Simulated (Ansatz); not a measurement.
Relaxation of GeH3S (5 atoms, charge 0, multiplicity 2), to a largest force component of 0.02 eV/Å in at most 40 steps.

All numbers below come from UKS PBE/def2-SVP (Ansatz 0.2.0).

```xyz
5
Properties=species:S:1:pos:R:3:forces:R:3
S 1.408 -0.352 1.516 -0.06 0.02 -0.14
Ge -0.096 0.009 -0.097 0.15 0.27 -0.18
H -1.049 1.202 0.260 0.17 -0.14 -0.11
H 0.730 0.343 -1.419 -0.29 -0.13 0.49
H -0.944 -1.275 -0.301 0.03 -0.02 -0.06
```

Q: Where does it end, and by what steps?

A: The forces met the threshold. The force dipped under the threshold on the way, but the program's further checks kept it going. After 5 steps the energy has fallen by 0.019 eV; H4 moved furthest, 0.06 Å.

```json
{"step": "0", "energy less start (eV)": "0.0000", "largest force component (eV/Å)": "0.486", "accepted": "yes"}
{"step": "1", "energy less start (eV)": "-0.0176", "largest force component (eV/Å)": "0.044", "accepted": "yes"}
{"step": "2", "energy less start (eV)": "-0.0188", "largest force component (eV/Å)": "0.044", "accepted": "yes"}
{"step": "3", "energy less start (eV)": "-0.0187", "largest force component (eV/Å)": "0.061", "accepted": "no"}
{"step": "4", "energy less start (eV)": "-0.0190", "largest force component (eV/Å)": "0.017", "accepted": "yes"}
{"step": "5", "energy less start (eV)": "-0.0191", "largest force component (eV/Å)": "0.002", "accepted": "yes"}
```

```xyz
5
Properties=species:S:1:pos:R:3
S 1.426 -0.325 1.489
Ge -0.110 -0.001 -0.084
H -1.032 1.202 0.250
H 0.723 0.326 -1.358
H -0.957 -1.277 -0.338
```

Time of the run: 40 s on 1 CPU thread of a shared host.
